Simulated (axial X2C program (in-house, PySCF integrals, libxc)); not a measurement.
## Potential curves of RbO, 2c

Calculated with an axial X2C code built on PySCF integrals. Two-component (2c) means X2C with spin–orbit coupling and atomic mean-field two-electron Coulomb and Gaunt terms. Basis: Rb dyall-cv3z [12s13p8d4f1g], O dyall-av3z [7s6p3d2f] (cores contracted in-house); Gaussian nuclei, density fitting, unrestricted open shells. Masses: Rb 84.912 u, O 15.995 u.

State: Ω = 1/2 (⟨Sz⟩ = 0.50, ⟨Lz⟩ = 0.00 at BP86). Energies in cm⁻¹ from the fragments at the same level (Rb + O). Fits are polynomials in 1 − R0/R over 0.85 to 1.23 times the lowest point R0.

```tsv
R (Å)	BP86
1.9523	-22176
2.0420	-24079
2.1094	-24908
2.1767	-25335
2.2440	-25448
2.3225	-25275
2.4011	-24857
2.5021	-24071
2.6255	-22875
2.8050	-20922
```

The state is a single determinant with fixed occupations, the lowest that a limited PBE0 search found. De is counted from the lowest determinant-based energies of the atoms at the same level, without counterpoise correction. Density functionals use the spin component along the axis (collinear). In 2c an atomic determinant is not the ground J level, so De misses part of the atomic spin–orbit lowering. This holds for BP86. PBE0 can misorder states that lie within some tenths of an eV, so this need not be the ground state of the molecule. The nearest other 2c determinant of the search, Ω = 3/2, lies 0.29 eV up at the distance of the search. Without a current term, density functionals place determinants with orbital angular momentum somewhat too high.

(1) Fit the BP86 curve near its minimum: give the equilibrium distance, the harmonic wavenumber and the well depth.

Answers

(1) At BP86, 2c: Re = 2.239 Å, ωe ≈ 371 cm⁻¹, De = 3.16 eV to Rb + O; Be follows as 0.25 cm⁻¹.
